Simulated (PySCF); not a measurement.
CH6BClO2Si, SMILES OB(O)C[SiH2]Cl.

Geometry: PBE0-D3(BJ)/def2-SVP. This is a generated structure with no PubChem entry under its InChIKey; it may be hypothetical. The values are those of a single conformer.

The numbers are results of PBE0-D3(BJ)/def2-SVP run with PySCF, not measurements.

Frequencies are harmonic and unscaled.

### Question
List the normal modes with their intensities. (Estimate from the structure and the level; the computed values follow.)

### Answer

```tsv
mode	ν (cm⁻¹)	IR (km/mol)	Raman (Å⁴/amu)	depolarisation	moving atoms (share of kinetic energy)
1	44	1.6	0.8	0.73	O 47 %, H 26 %, C 14 %, Si 12 %
2	49	4.5	0.3	0.74	Si 28 %, Cl 24 %, O 22 %, H 13 %, C 13 %
3	98	6.7	0.4	0.74	Si 30 %, O 27 %, C 18 %, Cl 16 %, H 9 %
4	180	0.7	2.3	0.58	Cl 39 %, O 28 %, Si 18 %
5	345	4.5	0.7	0.38	O 40 %, H 37 %, C 10 %, B 9 %
6	464	6.9	1.3	0.27	O 40 %, H 27 %, C 16 %, B 13 %
7	482	5.5	1.6	0.66	H 83 %, O 14 %
8	485	7.0	2.1	0.75	H 85 %
9	529	73.7	7.1	0.14	Cl 28 %, Si 27 %, H 21 %, B 11 %, O 9 %
10	564	137.8	2.8	0.37	H 78 %, Si 9 %
11	599	35.3	2.8	0.64	B 42 %, Si 22 %, H 14 %, O 12 %, Cl 8 %
12	683	26.7	12.7	0.75	H 83 %
13	747	86.0	8.3	0.08	C 40 %, H 24 %, Si 21 %, B 10 %
14	809	3.3	4.4	0.36	O 33 %, C 31 %, H 29 %
15	821	45.8	4.5	0.72	H 66 %, C 26 %
16	877	184.7	9.9	0.71	H 83 %
17	950	101.4	14.0	0.75	H 94 %
18	981	84.1	6.0	0.69	H 88 %, O 9 %
19	1004	70.7	4.0	0.74	H 80 %, O 15 %
20	1022	188.4	2.0	0.74	H 77 %, O 17 %
21	1090	81.9	2.8	0.34	H 58 %, C 34 %
22	1346	400.9	3.8	0.54	B 51 %, H 25 %, O 21 %
23	1405	116.1	5.9	0.75	H 73 %, B 12 %, C 11 %
24	1492	246.3	0.3	0.45	B 72 %, O 19 %, H 9 %
25	2235	105.5	133.1	0.15	H 97 %
26	2256	97.4	114.6	0.26	H 96 %
27	3070	0.3	92.2	0.09	H 94 %
28	3137	1.6	61.8	0.73	H 91 %, C 9 %
29	3945	73.9	35.9	0.19	H 94 %
30	3955	74.8	55.0	0.25	H 94 %
```
